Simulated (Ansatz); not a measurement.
Mulliken charges of `[NH2][Y]([F])[Cl]` from PBE/def2-TZVPP in Ansatz (PBE0-D4/def2-TZVP geometry).

| atom | x (Å) | y (Å) | z (Å) | charge (e) |
| --- | --- | --- | --- | --- |
| N1 | -0.154 | 1.178 | 0.030 | -0.507 |
| Y2 | 0.238 | -0.902 | -0.009 | 1.031 |
| F3 | 2.102 | -1.432 | 0.449 | -0.429 |
| Cl4 | -1.605 | -2.456 | -0.599 | -0.353 |
| H5 | -1.039 | 1.629 | -0.173 | 0.129 |
| H6 | 0.500 | 1.919 | 0.255 | 0.129 |

Q: By hand: the dipole of these point charges (1 e Å = 4.8032 D).

A: Σ q r = (-0.081, 0.412, 0.005) e Å, of length 0.420 e Å = 2.02 D.

Q: How does the dipole of the full density compare? (Best estimate.)

A: Computed: (0.057, 0.533, 0.049) e Å, 2.59 D; the point charges give 0.78 times that, at 18° from its direction.

Point charges leave out the atoms' own dipoles, such as those of lone pairs, and Mulliken's split depends on the basis, so the two needn't agree.
